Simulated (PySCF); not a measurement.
Radial density of Sb⁺ (antimony, charge +1)

UHF, [Kr] 4d10 5s2 5p2, high-spin 3P determinant. Computed with PySCF 2.14 in def2-SVP with the def2 core potential (28 electrons) (4s4p2d, 26 functions), with scalar relativity through the core potential. This is the valence pseudo-density: the core potential removes the inner electrons and smooths the orbitals near the nucleus.

| r (bohr) | 4πr²ρ (e/bohr) | 4πr²(ρα − ρβ) |
| --- | --- | --- |
| 0.00493 | 1.375e-05 | 0.0000 |
| 0.00829 | 3.804e-05 | 0.0000 |
| 0.0139 | 0.0001012 | 0.0000 |
| 0.0235 | 0.0002422 | 0.0000 |
| 0.0395 | 0.0004589 | 0.0000 |
| 0.0664 | 0.0008378 | 0.0000 |
| 0.112 | 0.005514 | 0.0000 |
| 0.188 | 0.07028 | 0.0004 |
| 0.316 | 1.185 | 0.0079 |
| 0.531 | 13.71 | 0.1157 |
| 0.894 | 22.37 | 0.0095 |
| 1.50 | 5.803 | 0.4070 |
| 2.53 | 1.906 | 0.9322 |
| 4.25 | 0.2448 | 0.1843 |
| 7.15 | 0.003741 | 0.0035 |

Energies and moments cover only the electrons outside the core potential.
